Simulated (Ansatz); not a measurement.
`Cl[SiH2][SeH]` + NH₃ → `N[SiH2][SeH]` + HCl at 500 K and 1 bar (ligand exchange at the Si–Cl bond).

Computed with Ansatz on PBE0-D4/def2-TZVP structures; ΔE is electronic, products minus reactants. CBS: MP2 limit from def2 TZ/QZ plus the TZ coupled-cluster correction, frozen cores. This one scheme is used for every species. For Se outer-core shells are correlated without core-valence functions, which leaves a few kJ/mol of doubt a bond. Scalar relativity is left out up to krypton. Each species was taken in one conformer, which may not be the lowest.

| species | CCSD(T)/CBS energy (Eh) | H − E (kJ/mol) | S (J/(mol·K)) |
| --- | --- | --- | --- |
| `Cl[SiH2][SeH]` | -3151.43476 | 104.4 | 370.2 |
| NH₃ | -56.50880 | 108.2 | 211.8 |
| `N[SiH2][SeH]` | -2747.54778 | 174.1 | 374.6 |
| HCl | -460.38127 | 32.5 | 201.9 |

H − E and S are ideal-gas, rigid-rotor, harmonic terms from PBE0-D4/def2-TZVP, for one conformer and one mirror image of each species. 1 Eh = 2625.50 kJ/mol, R = 8.31446 J/(mol·K).

**Question.** By hand: ΔE, ΔH, ΔS and ΔG.

**Answer.** ΔE = (-2747.54778) + (-460.38127) − (-3151.43476) − (-56.50880) = 0.01451 Eh = 38.1 kJ/mol. Δ(H − E) = 174.1 + 32.5 − 104.4 − 108.2 = -6.0, so ΔH = 32.1 kJ/mol. ΔS = 374.6 + 201.9 − 370.2 − 211.8 = -5.5 J/(mol·K). ΔG = 32.1 − 500 × (-5.5)/1000 = 34.9 kJ/mol.

**Question.** By hand: the equilibrium constant, and the temperature at which ΔG would vanish if ΔH and ΔS stayed fixed.

**Answer.** log₁₀ K = −ΔG/(RT ln 10) = -3.6. ΔH and −TΔS have one sign here, so there is no such temperature.

The number of gas molecules stays the same, so ΔS is small and ΔH decides. A doubt of 5 kJ/mol in ΔE shifts log₁₀ K by 0.5 here. Other conformers and mirror images would add mixing entropy, several J/(mol·K) or more a flexible species. These are equilibria of isolated gas molecules and say nothing of rates. Largest T1 diagnostic: 0.009 (customary marks: 0.02 for closed shells, 0.045 for open ones).

ΔS is within the doubt of such terms, so its sign, and with it that verdict, could turn.
